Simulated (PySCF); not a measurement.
B3LYP has the VWN-RPA correlation part, as in Gaussian. 

```xyz
9

Si     1.7410    -0.4297    -0.1137
N      0.1060    -0.1898    -0.6241
Si    -1.2908     0.0790     0.3620
H      2.6575     0.0971    -1.1706
H      1.9294     0.3140     1.1651
H     -0.0658    -0.3541    -1.6067
H     -2.2709    -1.0354     0.2491
H     -1.9901     1.3343    -0.0247
H     -0.8162     0.1845     1.7638
```

Charge 0, multiplicity 2.

Task: Give the Mulliken and meta-Löwdin atomic charges from B3LYP-D3(BJ)/def2-TZVP // PBE0-D4/def2-TZVP (PySCF 2.14.0).

Result: 
```json
[
 {"atom": "Si1", "Mulliken (e)": "0.17", "meta-Löwdin (e)": "0.42"},
 {"atom": "N2", "Mulliken (e)": "-0.46", "meta-Löwdin (e)": "-0.77"},
 {"atom": "Si3", "Mulliken (e)": "0.33", "meta-Löwdin (e)": "0.64"},
 {"atom": "H4", "Mulliken (e)": "-0.05", "meta-Löwdin (e)": "-0.10"},
 {"atom": "H5", "Mulliken (e)": "-0.04", "meta-Löwdin (e)": "-0.10"},
 {"atom": "H6", "Mulliken (e)": "0.21", "meta-Löwdin (e)": "0.24"},
 {"atom": "H7", "Mulliken (e)": "-0.06", "meta-Löwdin (e)": "-0.12"},
 {"atom": "H8", "Mulliken (e)": "-0.06", "meta-Löwdin (e)": "-0.12"},
 {"atom": "H9", "Mulliken (e)": "-0.05", "meta-Löwdin (e)": "-0.10"}
]
```
